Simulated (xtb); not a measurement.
xtb input (GFN2-xTB):

```bash
xtb mol.xyz --gfn 2 --sp --chrg -1 --uhf 0
```
mol.xyz:
```
15

Si     0.01458948    -0.10204905     0.17795141
C      1.68152303     0.29302716    -0.71270673
C     -0.96097203    -0.99010557    -1.23189254
C     -0.83827144     1.60006066     0.31210008
N      0.06375699    -0.80761167     1.67145448
H      1.54422533     0.81970775    -1.66565652
H      2.23265216    -0.63124417    -0.91982927
H      2.31409386     0.91210387    -0.06874108
H     -0.99031897    -0.41100666    -2.16363264
H     -1.99148056    -1.17858063    -0.91468140
H     -0.50656460    -1.96134266    -1.45801853
H     -1.85398943     1.48327587     0.70113614
H     -0.89770346     2.11336894    -0.65401616
H     -0.29090086     2.24227449     1.00824490
H      0.49575748    -1.72448189     1.73868866
```

End of the output:

```
         :::::::::::::::::::::::::::::::::::::::::::::::::::::
         ::                     SUMMARY                     ::
         :::::::::::::::::::::::::::::::::::::::::::::::::::::
         :: total energy             -16.335801177247 Eh    ::
         :: gradient norm              0.020097810031 Eh/a0 ::
         :: HOMO-LUMO gap              6.184744149888 eV    ::
         ::.................................................::
         :: SCC energy               -16.557618483430 Eh    ::
         :: -> isotropic ES            0.142404223160 Eh    ::
         :: -> anisotropic ES          0.023857169754 Eh    ::
         :: -> anisotropic XC         -0.001612385007 Eh    ::
         :: -> dispersion             -0.010448172560 Eh    ::
         :: repulsion energy           0.221817306183 Eh    ::
         :: add. restraining           0.000000000000 Eh    ::
         :: total charge              -1.000000000000 e     ::
         :::::::::::::::::::::::::::::::::::::::::::::::::::::

           -------------------------------------------------
          |                Property Printout                |
           -------------------------------------------------

    * Orbital Energies and Occupations

         #    Occupation            Energy/Eh            Energy/eV
      -------------------------------------------------------------
         1        2.0000           -0.4974654             -13.5367
       ...           ...                  ...                  ...
         4        2.0000           -0.3659806              -9.9588
         5        2.0000           -0.3088837              -8.4052
         6        2.0000           -0.2923771              -7.9560
         7        2.0000           -0.2897079              -7.8834
         8        2.0000           -0.2876447              -7.8272
         9        2.0000           -0.2818763              -7.6702
        10        2.0000           -0.2813762              -7.6566
        11        2.0000           -0.2788147              -7.5869
        12        2.0000           -0.2248995              -6.1198
        13        2.0000           -0.1931866              -5.2569
        14        2.0000           -0.1871869              -5.0936
        15        2.0000           -0.1442570              -3.9254
        16        2.0000           -0.1210956              -3.2952 (HOMO)
        17                          0.1061896               2.8896 (LUMO)
        18                          0.1190302               3.2390
        19                          0.1358820               3.6975
        20                          0.2396367               6.5208
        21                          0.2418123               6.5800
        22                          0.2696287               7.3370
        23                          0.3531992               9.6110
        24                          0.3562360               9.6937
        25                          0.3695823              10.0568
        26                          0.3780179              10.2864
        27                          0.3822809              10.4024
       ...                                ...                  ...
        35                          0.9920137              26.9941
      -------------------------------------------------------------
                  HL-Gap            0.2272852 Eh            6.1847 eV
             Fermi-level           -0.0074530 Eh           -0.2028 eV

     #   Z          covCN         q      C6AA      α(0)
     1  14 Si       3.436     0.391   106.861    20.196
     2   6 C        3.641    -0.174    24.310     7.090
     3   6 C        3.641    -0.174    24.310     7.090
     4   6 C        3.645    -0.168    24.149     7.063
     5   7 N        1.682    -0.552    35.871     8.848
     6   1 H        0.924    -0.036     3.761     3.033
     7   1 H        0.924    -0.050     4.103     3.168
     8   1 H        0.924    -0.044     3.942     3.105
     9   1 H        0.924    -0.036     3.761     3.033
    10   1 H        0.924    -0.044     3.942     3.105
    11   1 H        0.924    -0.050     4.103     3.168
    12   1 H        0.924    -0.045     3.962     3.113
    13   1 H        0.924    -0.045     3.960     3.112
    14   1 H        0.924    -0.045     3.962     3.113
    15   1 H        0.862     0.071     2.092     2.266

 Mol. C6AA /au·bohr⁶  :       2508.370233
 Mol. C8AA /au·bohr⁸  :      67508.082045
 Mol. α(0) /au        :         80.502679

Wiberg/Mayer (AO) data.
largest (>0.10) Wiberg bond orders for each atom

 ---------------------------------------------------------------------------
     #   Z sym  total        # sym  WBO       # sym  WBO       # sym  WBO
 ---------------------------------------------------------------------------
     1  14 Si   4.099 --     5 N    1.817     4 C    0.789     3 C    0.782
                             2 C    0.782
     2   6 C    3.922 --     7 H    1.008     8 H    1.008     6 H    0.999
                             1 Si   0.782
     3   6 C    3.922 --    11 H    1.008    10 H    1.008     9 H    0.999
                             1 Si   0.782
     4   6 C    3.931 --    14 H    1.012    12 H    1.012    13 H    1.005
                             1 Si   0.789
     5   7 N    2.919 --     1 Si   1.817    15 H    0.962
     6   1 H    0.999 --     2 C    0.999
     7   1 H    0.997 --     2 C    1.008
     8   1 H    0.998 --     2 C    1.008
     9   1 H    0.999 --     3 C    0.999
    10   1 H    0.998 --     3 C    1.008
    11   1 H    0.997 --     3 C    1.008
    12   1 H    0.998 --     4 C    1.012
    13   1 H    0.998 --     4 C    1.005
    14   1 H    0.998 --     4 C    1.012
    15   1 H    0.995 --     5 N    0.962
 ---------------------------------------------------------------------------

Topologies differ in total number of bonds
Writing topology from bond orders to xtbtopo.mol

molecular dipole:
                 x           y           z       tot (Debye)
 q only:        0.066       0.010      -0.361
   full:        0.103       0.395      -1.502       3.956
molecular quadrupole (traceless):
Note: The following floating-point exceptions are signalling: IEEE_UNDERFLOW_FLAG IEEE_DENORMAL
normal termination of xtb
                xx          xy          yy          xz          yz          zz
 q only:        0.654      -0.305       1.286       0.554      -0.107      -1.940
  q+dip:        1.453      -0.689       2.591       0.900       0.306      -4.043
   full:        2.624      -1.083       3.750       0.810       1.825      -6.374

           -------------------------------------------------
          | TOTAL ENERGY              -16.335801177247 Eh   |
          | GRADIENT NORM               0.020097810031 Eh/α |
          | HOMO-LUMO GAP               6.184744149888 eV   |
           -------------------------------------------------

------------------------------------------------------------------------
------------------------------------------------------------------------
 total:
 SCF:
```

It need not be the lowest isomer of its formula. Whether it binds its extra electron was not tested at this geometry.
